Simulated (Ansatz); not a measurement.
This geometry of C$_{2}$H$_{5}$AlCl$_{2}$ (10 atoms, charge 0, multiplicity 1) is a first-order saddle point.

Theory: RKS PBE-D4/6-31G in Ansatz.

```xyz
10
Properties=species:S:1:pos:R:3
Al 0.139 0.714 1.643
C 0.126 -0.627 0.132
C -0.016 -0.073 -1.252
Cl -0.096 -1.456 -2.566
Cl -1.561 0.992 -1.432
H -1.033 1.799 1.856
H 1.364 0.582 2.696
H 1.061 -1.215 0.183
H -0.710 -1.324 0.342
H 0.810 0.557 -1.600
```

(1) Which two structures does it join? (They come from a converged band through this point; their orientation in space is the band's.)

(2) How far does it lie above each of them?

Answers

(1) No bond is made or broken. The dihedral H6–Al1–C2–C3 goes from -71 to 122°. The two ends are copies of one structure, up to a mirror image or an exchange of like atoms.

First end point:

```xyz
10
Properties=species:S:1:pos:R:3
Al -0.061 0.754 1.434
C 0.365 -0.776 0.142
C 0.046 -0.162 -1.165
Cl -0.556 -1.287 -2.527
Cl -1.435 1.166 -0.820
H 0.952 2.012 1.418
H -1.149 0.483 2.593
H 1.417 -1.109 0.162
H -0.297 -1.625 0.376
H 0.802 0.492 -1.612
```

Last end point:

```xyz
10
Properties=species:S:1:pos:R:3
Al -0.063 0.753 1.434
C 0.366 -0.776 0.141
C 0.047 -0.163 -1.166
Cl -0.561 -1.287 -2.524
Cl -1.430 1.171 -0.820
H -1.154 0.480 2.589
H 0.949 2.012 1.423
H 1.419 -1.106 0.163
H -0.294 -1.626 0.375
H 0.804 0.490 -1.615
```

(2) 6.3 kcal/mol above the first and 6.3 kcal/mol above the second. This is the barrier of this one path; another mechanism may lie lower. Limits of this set-up: no polarisation functions.

The run took 100 s on 1 thread of AMD EPYC 9R45 96-Core Processor (Zen 5) (shared host), peak memory 0.14 GiB.
